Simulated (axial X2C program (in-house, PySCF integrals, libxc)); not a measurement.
# Which molecule has these constants?

Calculated with an axial X2C code built on PySCF integrals, spin-free (one-electron X2C) or two-component (2c: spin–orbit coupling with atomic mean-field Coulomb and Gaunt terms, which also bring small scalar terms), in Dyall basis sets with cores contracted in-house; open shells are unrestricted.

A two-component PBE0 calculation in a Dyall 3-zeta basis gave Re = 2.280 Å, ωe = 386.8 cm⁻¹, De = 1.72 eV, dipole magnitude 4.50 D, Ω = 0.

Question: Which molecule is it?
A. CuC
B. LiCu
C. BeCu
D. CuF
E. CuB

Answer: B. The others have CuB 1.914 Å and 544.3 cm⁻¹ (Ω = 0); CuC 1.781 Å and 625.4 cm⁻¹ (Ω = 3/2); BeCu 2.058 Å and 476.1 cm⁻¹ (Ω = 1/2); CuF 1.742 Å and 624.3 cm⁻¹ (Ω = 0).

Each entry is the lowest single determinant of a limited PBE0 search at one distance. De goes to single-determinant-based atoms at the same level (for ions the charge split of lowest energy) and is withheld (n/a) where an atom does not fit its ground term or J level. Main or longest-lived isotopes. One determinant is a doubtful description, or other states lie close, for CuC; these need not be ground states, and all values refer to the states named. With several unpaired electrons the Ω given is that of one determinant, not necessarily of the lowest component. Some light 2c atoms are not at their ground J level, so De misses part of their lowering (0.04 eV or less). The functionals have no current term, which raises determinants with orbital currents.
